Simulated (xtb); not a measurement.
W(O)(NH)(Cl)(SH) (ClH2NOSW), SMILES [O]=[W]([Cl])(=[NH])[SH], multiplicity 1. All values are semi-empirical tight-binding results from xtb (GFN2-xTB unless named), good for trends rather than for accurate numbers. Geometry optimised at GFN2-xTB. The spin state was assumed, not searched. The structure was generated by enumeration; whether it is a known compound was not checked. One conformer was computed; it need not be the lowest.

Optimised geometry:

Bonds (Å): W1–O2 1.681, W1–N3 1.777, W1–Cl5 2.182, W1–S6 2.377, N3–H4 1.021, S6–H7 1.338. Bond angles (°): O2–W1–N3 115.2, O2–W1–Cl5 110.4, O2–W1–S6 104.9, N3–W1–Cl5 112.4, N3–W1–S6 104.4, Cl5–W1–S6 108.8, W1–N3–H4 162.5, W1–S6–H7 99.8.

For metal compounds this method's bond lengths and energies can be far off.

```yaml
orbital_gap: 2.40 eV
zero_point_energy: 15.6 kcal/mol
G − E(el) at 298.15 K (modified RRHO): -5.9 kcal/mol
```

Computed atomic charges and the Wiberg bond orders between heavy atoms:
charges (e) W1 0.79, O2 -0.46, N3 -0.45, H4 0.20, Cl5 -0.11, S6 -0.19, H7 0.21. Bond orders W1–O2 2.16, W1–N3 2.24, W1–Cl5 1.30, W1–S6 1.35.
